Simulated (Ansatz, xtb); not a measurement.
## A geometry optimisation of BrH2SiSn with r2SCAN-D4/def2-SVP

The starting geometry of this gas-phase doublet has its atoms placed at random.

```xyz
5

Br   -1.4169    0.0606   -1.0023
Si    1.5769   -0.2355   -0.4315
Sn    0.2838   -1.4479    0.7842
H     1.2655    0.4443    1.3964
H    -0.6731    1.0860   -1.3835
```

Problem. One run relaxed it with r2SCAN-D4/def2-SVP. What is a likely outcome?

Solution. It falls apart into HSiSn + BrH. Distances that change by over a tenth: Si2–Sn3 (2.15 → 2.51 Å). Contacts that open: Br1–Sn3 (2.89 → 3.53 Å). Contacts that close: Si2–H4 (1.97 → 1.64 Å), Sn3–H4 (2.22 → 2.10 Å).

The energy falls by 2.23 eV over 12 steps:

```csv
step,E − E(last) (eV)
1,2.231
2,0.418
3,0.094
5,0.013
6,0.002
7,0.000
8,0.000
10,0.000
11,0.000
12,0.000
```

Final geometry (Å):

```xyz
5

Br   -1.8800    0.3136   -0.9808
Si    2.1974   -0.1591   -0.0647
Sn    0.3963   -1.6090    0.9182
H     1.0417    0.3839    0.9710
H    -0.7193    0.9780   -1.4803
```

From the same start GFN2-xTB ends elsewhere, in pieces: HSiSn + BrH.

From so rough a start the end depends on the optimiser's path, so another program may land elsewhere. The end wasn't checked by frequencies. Open shells are spin-unrestricted. Atoms past krypton carry core potentials, without spin–orbit terms. Run with Ansatz 0.2.0, 5 min on 1 thread of Intel(R) Xeon(R) Processor @ 2.50GHz (Skylake/Cascade Lake), with other jobs on the host.
